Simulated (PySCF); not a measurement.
**C2H9ClSi2**

The system: C2H9ClSi2, a small molecule; neutral, singlet. The structure, one conformer, was relaxed in the gas phase by PBE0-D3(BJ)/def2-SVP. No frequency run checks that it is a minimum.

SMILES: C[SiH](Cl)C[SiH3]

```xyz
14

Si   -0.659   -0.688   -0.914
C    -2.010   -0.004    0.176
C     0.938    0.275   -0.768
Si    1.683    0.421    0.957
Cl   -0.279   -2.657   -0.342
H    -1.106   -0.738   -2.337
H    -2.944   -0.570    0.040
H    -2.206    1.051   -0.074
H    -1.727   -0.058    1.238
H     1.684   -0.188   -1.435
H     0.752    1.293   -1.156
H     2.950    1.214    0.908
H     1.980   -0.928    1.522
H     0.728    1.122    1.871
```
Atoms count from 1 in this order.

Shieldings: GIAO PBE0/pcSseg-1. Shifts are against computed references at the same level: C TMS (σ 184.4 ppm), H TMS (σ 31.27 ppm), Si TMS (σ 352.0 ppm). Core levels by delta-SCF with SCAN, pcX-2 on the ionised atom and pcseg-1 elsewhere, spin-free X2C (2p3/2 is the spin-free 2p value less a third of a first-order spin-orbit splitting); from the vacuum level, for chosen atoms.

(1) Give the shieldings and core levels atom by atom.

(2) Which of Si1, Si4 holds its core electrons tightest, and by how much against the loosest?

(3) By CAM-B3LYP/def2-SVPD (TDDFT singlets, Tamm-Dancoff triplets, ionisation by delta-SCF), where does absorption start, and what does vertical ionisation take?

## Answers

(1) 
```
      atoms         bonded to  σ (ppm)  δ (ppm)  core level (eV)
        Si1  2 C + 1 Cl + 1 H    332.0     20.0     2p3/2 107.37
         C2        1 Si + 3 H    182.8      1.6        1s 290.48
         C3        2 Si + 2 H    188.9     -4.4        1s 290.12
        Si4         1 C + 3 H    426.1    -74.1     2p3/2 106.77
        Cl5              1 Si    952.1        -     2p3/2 205.60
         H6              1 Si    25.92     5.35                -
   H7 H8 H9               1 C    30.81     0.46                -
        H10               1 C    31.03     0.23                -
        H11               1 C    31.48    -0.21                -
H12 H13 H14              1 Si    27.24     4.02                -
```

Values are those of this one static structure, with the three H of a rotating XH3 group averaged; atoms that internal rotation interchanges would show their mean in an NMR spectrum.

(2) Si1 (bonded to 2 C + 1 Cl + 1 H), by 0.60 eV over Si4 (bonded to 1 C + 3 H).

(3) The lowest singlet lies at 7.86 eV (f 0.007), the strongest of the first 6 at 8.46 eV (f 0.084), the lowest triplet at 7.44 eV; vertical ionisation takes 10.66 eV.
